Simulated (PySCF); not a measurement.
2-methylbut-1-ene (C5H10), SMILES C=C(C)CC. Geometry optimised at PBE0-D3(BJ)/def2-SVP. The values are those of a single conformer.

Task: Give the equilibrium geometry at PBE0-D3(BJ)/def2-SVP (PySCF confirms it by a frequency run) as Cartesian coordinates in Å. (The exact figures need the calculation; the answer reports its results.)

Result: One answer among several that fit: 
```xyz
15

C     -0.9275    -1.4646     0.5735
C     -0.5059    -0.2424     0.2284
C     -1.3876     0.7205    -0.5110
C      0.8830     0.2355     0.5655
C      1.7571     0.5179    -0.6536
H     -1.9360    -1.8116     0.3304
H     -0.2775    -2.1589     1.1139
H     -1.4757     1.6731     0.0386
H     -0.9712     0.9681    -1.5014
H     -2.3974     0.3144    -0.6617
H      0.8032     1.1570     1.1714
H      1.3749    -0.5140     1.2053
H      2.7674     0.8303    -0.3490
H      1.8560    -0.3806    -1.2825
H      1.3421     1.3210    -1.2817
```
